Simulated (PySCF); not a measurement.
Compound: C₄H₁₀NPSi₂.
SMILES with atom numbers: `[CH3:1][n:2]1[cH:3][p:4][c:5]([SiH3:6])[c:7]1[SiH3:8]` (hydrogens: H9, H10, H11 on C1; H12 on C3; H13, H14, H15 on Si6; H16, H17, H18 on Si8)

Structure used (PBE0-D3(BJ)/def2-SVP), in Å, numbered top down from 1:
```xyz
18
C4H10NPSi2 angstrom
C     -2.2932    0.4214    0.8570
N     -1.2215   -0.4516    0.4227
C     -1.3550   -1.7984    0.3350
P      0.0532   -2.5959   -0.2598
C      0.8491   -1.0110   -0.3945
Si     2.6063   -0.8672   -1.0127
C      0.0078    0.0178    0.0185
Si     0.4340    1.8436    0.0361
H     -2.6901    1.0080    0.0140
H     -1.9368    1.1129    1.6347
H     -3.1057   -0.1820    1.2786
H     -2.3054   -2.2411    0.6374
H      2.7041   -0.0112   -2.2365
H      3.0826   -2.2412   -1.3531
H      3.5206   -0.2870    0.0204
H     -0.4662    2.6232   -0.8702
H      1.8443    1.9807   -0.4214
H      0.2960    2.4233    1.4090
```

Computed with PySCF at PBE0/def2-SVPD, non-relativistic, on one gas-phase PBE0-D3(BJ)/def2-SVP geometry that isn't relaxed in the solvent. The solvent is an IEF-PCM continuum (cavity from Bondi-type radii × 1.2), and excitations are vertical TDDFT with non-equilibrium linear response and a frozen core. Only the electrostatic response of the medium enters.

Gas-phase singlets (H = HOMO, L = LUMO):

```
state  E (eV)  λ (nm)      f             leading configurations
   S1   5.032     246  0.070                 H→L 70%, H→L+1 15%
   S2   5.390     230  0.013      H→L+1 46%, H-1→L 30%, H→L 20%
   S3   5.739     216  0.005               H→L+2 83%, H-2→L 12%
   S4   5.771     215  0.009               H-2→L 86%, H→L+2 12%
   S5   6.002     207  0.285  H-1→L 42%, H→L+1 25%, H-1→L+1 24%
```

Question: How does the list change in dimethylsulfoxide (ε = 46.83)?

Answer: 
| state | E (eV) | λ (nm) | f | leading configurations | change by rank (eV) |
| --- | --- | --- | --- | --- | --- |
| S1 | 5.069 | 245 | 0.106 | H→L 65%, H→L+1 21% | +0.037 |
| S2 | 5.294 | 234 | 0.039 | H→L+1 53%, H→L 24%, H-1→L 18% | -0.096 |
| S3 | 5.886 | 211 | 0.346 | H-1→L+1 40%, H-1→L 38%, H→L+1 11% | +0.147 |
| S4 | 5.907 | 210 | 0.020 | H→L+2 73%, H→L+4 12% | +0.136 |
| S5 | 5.962 | 208 | 0.132 | H-2→L 62%, H-1→L+1 17%, H-1→L 9% | -0.040 |

Question: The ground-state energy changes by -0.200 eV from gas to dimethylsulfoxide. By how much does the total energy of gas-phase S1 change?

Answer: E(S1) = E(S0) + excitation energy, so it changes by -0.200 + 0.037 = -0.163 eV: it is lowered less than the ground state, which is what a blue shift means. This is the vertical state, with the slow part of the continuum still set for S0.

Question: How do the frontier levels move from gas to dimethylsulfoxide?

Answer: 
| orbital | gas (eV) | solvent (eV) | change (eV) |
| --- | --- | --- | --- |
| LUMO+2 | 0.20 | 0.39 | +0.19 |
| LUMO+1 | -0.35 | -0.47 | -0.12 |
| LUMO | -0.64 | -0.60 | +0.04 |
| HOMO | -6.53 | -6.60 | -0.07 |
| HOMO-1 | -7.22 | -7.25 | -0.03 |
| HOMO-2 | -7.77 | -7.93 | -0.16 |
| HOMO-3 | -8.91 | -8.97 | -0.06 |

The HOMO–LUMO gap goes from 5.89 to 6.00 eV. Rows go by rank; for LUMO+2 the atom shares or the degeneracy differ between the runs, so the row needn't follow one orbital.
